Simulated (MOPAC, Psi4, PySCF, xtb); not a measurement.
Relaxed torsion scan: SMILES C=Cc1ccc(C=C)s1 (C8H8S). Scanned: dihedral C1–C2–C3–S9; all other coordinates were relaxed at GFN2-xTB. Points at φ and −φ are mirror images. Heavy atoms are numbered in the order of the SMILES C=Cc1ccc(C=C)s1, hydrogens after them in the order of the atoms that carry them; the mirror image has the same energies with the sign of each dihedral reversed.

- GFN1-xTB // GFN2-xTB (xtb)
- RHF/LANL2DZ = restricted Hartree-Fock/LANL2DZ, with its core potentials past Ne // GFN2-xTB in PySCF
- AM1, restricted, heats of formation // GFN2-xTB (MOPAC)
- PBE-D3(BJ)/def2-SVP // GFN2-xTB (Psi4)

Energies relative to the lowest point of each profile, in eV; the last columns give the difference from PBE-D3(BJ):

```
φ / °  GFN1-xTB  RHF/LANL2DZ    AM1  PBE-D3(BJ)/def2-SVP  GFN1-xTB − PBE-D3(BJ)/def2-SVP  RHF/LANL2DZ − PBE-D3(BJ)/def2-SVP  AM1 − PBE-D3(BJ)/def2-SVP
-----  --------  -----------  -----  -------------------  ------------------------------  ---------------------------------  -------------------------
-150      0.065        0.075  0.019                0.091                          -0.026                             -0.016                     -0.072
-120      0.167        0.134  0.072                0.210                          -0.043                             -0.075                     -0.137
-90       0.243        0.189  0.085                0.306                          -0.064                             -0.117                     -0.221
-60       0.172        0.152  0.065                0.212                          -0.040                             -0.060                     -0.147
-30       0.050        0.049  0.026                0.060                          -0.010                             -0.011                     -0.034
0         0.000        0.000  0.006                0.000                           0.000                              0.000                      0.006
30        0.050        0.049  0.026                0.060                          -0.010                             -0.011                     -0.034
60        0.172        0.152  0.065                0.212                          -0.040                             -0.060                     -0.147
90        0.243        0.189  0.085                0.306                          -0.064                             -0.117                     -0.221
120       0.167        0.134  0.072                0.210                          -0.043                             -0.075                     -0.137
150       0.065        0.075  0.019                0.091                          -0.026                             -0.016                     -0.072
180       0.028        0.066  0.000                0.053                          -0.025                              0.012                     -0.053
```

GFN1-xTB is furthest from PBE-D3(BJ)/def2-SVP at -90 (-0.064 eV, below); its mean absolute difference over the points is 0.033 eV.

RHF/LANL2DZ is furthest from PBE-D3(BJ)/def2-SVP at -90 (-0.117 eV, below); its mean absolute difference over the points is 0.048 eV.

AM1 is furthest from PBE-D3(BJ)/def2-SVP at -90 (-0.221 eV, below); its mean absolute difference over the points is 0.107 eV.
